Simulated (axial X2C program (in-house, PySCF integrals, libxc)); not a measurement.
# PdF: the levels of the configuration d8 s1 p(π)0

Calculated with an axial X2C code built on PySCF integrals: two-component X2C with atomic mean-field Coulomb and Gaunt terms, basis Pd dyall-v4z, F dyall-v4z (cores contracted in-house). Orbitals come from Hartree–Fock averaged over the configuration Pd d8 s1 p(π)0; CI then distributes these electrons over the d, s, p(π) shells of Pd.

R = 1.978 Å (near the minimum of the configuration average).

Active spinors (ω > 0):

```json
{"shell": "d", "ω": "3/2", "ε (eV)": "-14.48", "character": "100% Pd d"}
{"shell": "d", "ω": "5/2", "ε (eV)": "-14.02", "character": "100% Pd d"}
{"shell": "d", "ω": "1/2", "ε (eV)": "-13.72", "character": "96% Pd d, 3% F p"}
{"shell": "d", "ω": "3/2", "ε (eV)": "-13.43", "character": "96% Pd d"}
{"shell": "d", "ω": "1/2", "ε (eV)": "-12.57", "character": "88% Pd d, 6% F p, 4% Pd s"}
{"shell": "s", "ω": "1/2", "ε (eV)": "-3.79", "character": "73% Pd s, 22% Pd p"}
{"shell": "p(π)", "ω": "1/2", "ε (eV)": "1.49", "character": "91% Pd p, 7% Pd d"}
{"shell": "p(π)", "ω": "3/2", "ε (eV)": "1.52", "character": "91% Pd p, 7% Pd d"}
```

Lowest levels of this model:

```csv
Ω,energy (cm⁻¹),g∥,μ (D),configuration
1/2,0,1.63,-5.92,89% d9 + 7% d8 s1
5/2,683,6.42,-5.02,52% d9 + 46% d8 s1
3/2,809,3.57,-5.87,76% d9 + 21% d8 s1
5/2,939,6.73,-3.72,81% d8 s1 + 18% d9
3/2,1011,3.63,-3.05,100% d8 s1
1/2,1316,0.63,-3.14,97% d8 s1
7/2,1366,9.95,-3.06,100% d8 s1
1/2,2665,2.31,-3.28,92% d8 s1 + 8% d9
5/2,3104,6.75,-3.11,97% d8 s1
1/2,3494,0.76,-5.41,67% d9 + 30% d8 s1
3/2,3738,2.92,-3.65,83% d8 s1 + 16% d9
3/2,3862,2.60,-5.33,60% d9 + 37% d8 s1
9/2,5725,12.00,-3.30,100% d8 s1
7/2,7107,8.04,-3.29,100% d8 s1
5/2,8660,4.09,-3.32,98% d8 s1
7/2,12167,8.01,-3.33,99% d8 s1
```

g∥ is the magnitude of 2⟨Lz + ge Sz⟩ for the +Ω component. μ is positive if the F end is positive.

Question: From Ω and g∥ of the lowest level, whose 2⟨Lz + ge Sz⟩ is positive, find ⟨Sz⟩ and ⟨Lz⟩ (ge = 2.0023).

Answer: Ω = ⟨Lz⟩ + ⟨Sz⟩ = 1/2 and ⟨Lz⟩ + ge⟨Sz⟩ = 0.815, so ⟨Sz⟩ = 0.31 and ⟨Lz⟩ = 0.19.

Occupations of the active spinors in the lowest level by ω, shell by shell in order of energy: -5/2: 1.00; -3/2: 1.00 0.97 0.01; -1/2: 0.92 0.10 0.01 0.01; 1/2: 0.98 0.97 0.07 0.01; 3/2: 1.00 0.97 0.01; 5/2: 1.00. The leading determinant has weight 0.83 among 1593.

This point took 5.6 s on 1 thread of Arm Neoverse N1, with other jobs on the host.

There is no dynamic correlation: spin–orbit spacings and, for f shells, spacings inside one term are the most reliable numbers, splittings between terms come out too wide, and energies between configurations are not reliable, so the lowest level need not be the ground state of the molecule. The lowest levels belong to d9, not to the averaged configuration, so orbitals and distance suit them less well. For d shells the ligand-field splittings (σ, π, δ) and their order can be off by a thousand cm⁻¹ or more. At most 4 roots were kept for each Ω > 0 (twice that for Ω = 0) within 3.2 eV of the lowest, so higher up levels can be missing between those listed; levels with Ω > 0 are doubly degenerate and listed once, Ω = 0 levels singly. States that fill the shells left empty in the average are placed too high.
